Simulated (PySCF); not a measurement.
## Structure from NMR data

Molecular formula: C₆H₁₂BNO. Simulated spectra:

$^{1}$H NMR (500 MHz, computed): δ 3.74 (s, 6H), 2.37 (br, 1H), 0.56 (m, 1H), 0.49 (m, 1H), 0.13 (m, 1H), 0.10 (m, 1H), -0.28 (m, 1H).

$^{13}$C{$^{1}$H} NMR (computed): δ 130.4 (C), 65.6 (CH3), 8.8 (CH2), 3.1 (CH2), 0.0 (CH).

Computational details: structure optimised with PBE0-D3(BJ)/def2-SVP, shielding tensors at PBE/pcSseg-1 (GIAO), in PySCF (one averaged value for each set of equivalent atoms, isolated molecule, relativity neglected, one conformer).

References, each an isolated molecule treated in the same way: $^{1}$H (31.20 ppm) and $^{13}$C (180.03 ppm) against TMS.

Task: Which candidate is it?
A. C[O+](C)[B@H-](C#N)C1CC1
B. C/C=C\N(C=O)B(C)C
C. C[NH2+][B@H-](C)c1ccco1
D. C/C=C/N(C=O)B(C)C

Result: A. 

1. 5 carbon signals for 6 carbons: some carbons are equivalent by symmetry or fast rotation.
2. Carbon types of the structure: 1 × C, 1 × CH, 2 × CH2, 2 × CH3, leaving 1 H on heteroatoms.
3. δC 130.4: nitrile carbon; this is the usual window of a C≡N carbon, which has no attached hydrogen.
4. δC 65.6: methyl carbon bonded to O; deshielded by the electronegative neighbour.
5. δC 8.8, 3.1, 0.0: three-membered-ring carbon; carbons of three-membered rings are unusually shielded.
6. δH 3.74: hydrogen on a methyl carbon bonded to O; its carbon carries O, which withdraws density.
7. δH 0.56, 0.49, 0.13, 0.10, -0.28: hydrogen on a three-membered-ring carbon; cyclopropane-type protons are shielded by the ring.

The others: C/C=C/N(C=O)B(C)C would give 5 signals for carbon-bound and other non-exchanging H, not 7; C[NH2+][B@H-](C)c1ccco1 would give 6 carbon signals, not 5; C/C=C\N(C=O)B(C)C would give 5 signals for carbon-bound and other non-exchanging H, not 7.

Hydrogens on boron are broadened and split by $^{11}$B (spin 3/2, 80 %) and 10B (spin 3). A carbon bonded to boron is broadened by the quadrupolar boron nucleus and is often missing from a measured spectrum. Shifts are as computed. Against solution values, carbons near 30 ppm lie about +2 ppm off and those near 130 ppm about +2 ppm. Of 1309 compounds with measured shifts, 239 miss one by over three times the rms of a fit or turn the order of signals round; such compounds aren't used in these exercises. Multiplicities follow the n + 1 count of equivalent neighbours, as no J values were calculated; m marks all less simple cases, F and P coupling included.
